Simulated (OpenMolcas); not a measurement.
# Br II: Slater's ratio, worked from levels

| Quantity | Value |
| --- | --- |
| Program | OpenMolcas 26.06 |
| Basis | ANO-RCC-VTZP [6s5p3d1f] |
| Scalar Hamiltonian | DKH2, point nucleus |
| Active space | 6 electrons in 9 orbitals (RAS2 4s 4p; RAS3 4d, at most 2 electrons) |
| State averaging | 2S+1 = 3 even, 3 roots; 2S+1 = 1 even, 6 roots |
| Spin-orbit coupling | RASSI with atomic mean-field integrals over the reference wave functions, term energies averaged over their components |

Methods: RASSCF; SS-RASPT2, IPEA 0.25 Eh, imaginary shift 0.1 Eh (closed shells correlated: 3d). Measured levels: NIST Handbook of Basic Atomic Spectroscopic Data.

**Slater's ratio.** With one set of orbitals, p4 has 1D - 3P = 6 F2 and 1S - 1D = 9 F2 (F2 = F²/25), a ratio of 3/2. Term energies are centres of gravity, weighted by 2J + 1.

| Source | 1D - 3P | 1S - 3P | F2 from the first | Ratio |
| --- | --- | --- | --- | --- |
| RASSCF | 12379 | 27731 | 2063 | 1.240 |
| SS-RASPT2 | 11144 | 27031 | 1857 | 1.426 |
| measured | 10617 | 26395 | 1770 | 1.486 |

Energies in cm-1. A ratio away from 3/2 shows effects beyond one configuration with one set of orbitals, and in heavier atoms second-order spin-orbit shifts.

CASPT2 breaks the degeneracy within a term, and the mean is taken; among the terms shown or strongly mixed into the levels shown the widest spread is 32 cm-1 (4s2 4p4 1D, SS-RASPT2). Active for correlation alone: 4d; no level in the range computed is led by a configuration that fills it, so any true level of that kind is missing. No level of 4s 4p5 was computed, though it lies in the active space. Without dynamic correlation excited terms often stand tens of per cent too high (terms of higher spin than the ground term too low), and those without a measured partner can miss by more than the paired ones (holds for RASSCF). Computed and measured levels are paired by configuration, term and J; levels that our copy of the source lacks, or whose pairing is in doubt (as where it misses far off the trend of its configuration), stay unpaired and out of the deviations. Only configurations of the active space appear.
